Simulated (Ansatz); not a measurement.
System: SbI2, net charge 0, doublet state. It need not be the lowest isomer of its formula. 
Geometry from a B3LYP-D3(BJ)/def2-TZVP (Ansatz, an electronic-structure program) optimisation:
```xyz
3

Sb    -0.6115    -0.4885     0.8728
I     -1.0121     1.8900    -0.4090
I      1.6006    -1.4200    -0.4309
```
Charge 0, spin multiplicity 2.

Q: Give the harmonic wavenumbers at B3LYP-D3(BJ)/def2-TZVP (Ansatz, finite differences of forces, unscaled).

A: 60, 192, 195 cm⁻¹. Zero-point energy 0.6 kcal/mol.

Q: From these and the geometry, give the ideal-gas thermochemistry at 298.15 K and 1 atm (rigid rotor, harmonic oscillator).

A: Point group C2v, rotational symmetry number 2. Rotational constants 2.037, 0.4479, 0.3672 GHz. S(trans) 43.66, S(rot) 29.86, S(vib) 8.84, S(elec, spin only) 1.38, S 83.7 cal/(mol K). H(298) - H(0) 3.60 kcal/mol; G - E(el) -20.7 kcal/mol.
